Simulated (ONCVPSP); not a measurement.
gold (Au), ONCV: configuration errors across variants

Au (Z = 79), optimised norm-conserving Vanderbilt (ONCV), made with ONCVPSP 4.0.1 (PBE, fully relativistic). Core [Kr] 4d10 4f14 5s2, reference 5p6 5d10 6s0.75 6p0.25. Waves: 6s: rc 2.50 bohr, ncon 5, nbas 10, qcut 2.6 1/bohr, 2 projectors, debl 3.8 Ha; 5p+6p: rc 1.60 bohr, ncon 4, nbas 9, qcut 7.2 1/bohr, 2 projectors; 5d: rc 1.35 bohr, ncon 3, nbas 7, qcut 7.3 1/bohr, 3 projectors, debl 2.8 Ha; f scattering state at 0.3 Ha: rc 2.50 bohr, ncon 4, nbas 7, qcut 5 1/bohr, 2 projectors, debl 3.7 Ha. Local part: polynomial inside 0.90 bohr (lpopt 1, dvloc0 0 Ha). Core correction: none.

Open shells are filled in proportion to 2j + 1.

All-electron excitation energies from the reference (eV): (1) 5p6 5d10 6s1 6p0 -1.248; (2) 5p6 5d10 6s0 6p0 8.179; (3) 5p6 5d9 6s1 6p1 6.202.

2 further variants failed, have other tests or too few solved ones, and are left out.

A true bound ghost makes a file unfit for plane-wave use even where its test errors are small: the radial tests pick states by their node count and pass the ghost by.

Errors AE − PS in meV (a dash: test not solved or not reliable):

| change | (1) | (2) | (3) | bound ghosts | GHOST(+) flags above zero |
| --- | --- | --- | --- | --- | --- |
| base | -0.3 | -4.3 | -2.4 | s | s, f7/2, f5/2 |
| p: qcut 7.5 | -0.3 | -4.3 | -2.4 | s | s, f7/2, f5/2 |
| local potential polynomial inside 0.85 bohr (lpopt 5, dvloc0 2 Ha) | -0.3 | -4.3 | -2.1 | s | s, p3/2, f7/2, f5/2 |
| all radii scaled by about 0.86 (s 2.16, p 1.38, d 1.16, f 2.16 bohr); local potential polynomial inside 0.78 bohr (lpopt 1, dvloc0 0 Ha) | -0.4 | -5.6 | -4.5 | s, d5/2 | s, p3/2, d5/2, f7/2, p1/2, d3/2, f5/2 |
| d: debl 2 | -0.3 | -4.3 | -2.4 | s | s, f7/2, f5/2 |
| core correction Teter function, fcfact 3.5, rcfact 1.75 | -0.5 | -7.9 | -9.3 | s | s, f7/2, f5/2 |

(1) Give the same row for: local potential polynomial inside 0.90 bohr (lpopt 1, dvloc0 5.5 Ha).

## Answers

(1) -0.3, -4.3, -2.5; bound ghosts: s; GHOST(+) flags above zero: s, f7/2.
